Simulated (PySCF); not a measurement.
# Correlation energy of P(2+) (phosphorus, charge +2)

[Ne] 3s2 4s1, 2S determinant (an excited configuration). All numbers are calculated (PySCF 2.14, scalar relativity by spin-free X2C-1e, in aug-cc-pVTZ-DK). Frozen: [Ne]; 3 electrons correlated.

```json
{"level": "CCSD", "correlation energy (mhartree)": "-60.94"}
{"level": "(T)", "correlation energy (mhartree)": "-1.98"}
{"level": "CCSD(T)", "correlation energy (mhartree)": "-62.92"}
{"level": "CCSDT", "correlation energy (mhartree)": "-63.48"}
```

Diagnostics: T1 = 0.012, D1 = 0.0301, largest double amplitude 0.104.

The outer electron is Rydberg-like, and this basis confines it to a smaller radius and binds it less than a complete one would.

Cost of the coupled-cluster step: roughly 0.6 core-seconds, for 3 correlated electrons.

Iterations:

```
CC2 = 0
CCSD nocc = (np.int64(2), np.int64(1)), nmo = (45, 45)
frozen orbitals [[0, 1, 2, 3, 4], [0, 1, 2, 3, 4]]
max_cycle = 100
direct = 0
conv_tol = 1e-08
conv_tol_normt = 1e-06
diis_space = 8
diis_start_cycle = 0
Init t2, MP2 energy = -0.0468837137998823
Init E_corr(UCCSD) = -0.0468837138201564
cycle = 1  E_corr(UCCSD) = -0.057127966956161  dE = -0.0102442531  norm(t1,t2) = 0.0526091
cycle = 2  E_corr(UCCSD) = -0.0605385539634031  dE = -0.00341058701  norm(t1,t2) = 0.02881
cycle = 3  E_corr(UCCSD) = -0.061941534885532  dE = -0.00140298092  norm(t1,t2) = 0.0262326
cycle = 4  E_corr(UCCSD) = -0.0609539716843001  dE = 0.000987563201  norm(t1,t2) = 0.0285675
cycle = 5  E_corr(UCCSD) = -0.0609009848985203  dE = 5.29867858e-05  norm(t1,t2) = 0.00785582
cycle = 6  E_corr(UCCSD) = -0.0609386827686914  dE = -3.76978702e-05  norm(t1,t2) = 0.00185231
cycle = 7  E_corr(UCCSD) = -0.0609481133267766  dE = -9.43055809e-06  norm(t1,t2) = 0.000551598
cycle = 8  E_corr(UCCSD) = -0.0609421784629279  dE = 5.93486385e-06  norm(t1,t2) = 0.00017999
cycle = 9  E_corr(UCCSD) = -0.0609423659988837  dE = -1.87535956e-07  norm(t1,t2) = 1.72905e-05
cycle = 10  E_corr(UCCSD) = -0.0609421469726476  dE = 2.19026236e-07  norm(t1,t2) = 4.40883e-06
cycle = 11  E_corr(UCCSD) = -0.0609421687705075  dE = -2.17978599e-08  norm(t1,t2) = 1.4363e-06
cycle = 12  E_corr(UCCSD) = -0.0609422104199193  dE = -4.16494118e-08  norm(t1,t2) = 5.0239e-07
cycle = 13  E_corr(UCCSD) = -0.0609422108742806  dE = -4.54361375e-10  norm(t1,t2) = 4.63752e-08
UCCSD converged
E(UCCSD) = -339.9911462250276  E_corr = -0.06094221087428063
UCCSD(T) correction = -0.00198047047793129
```
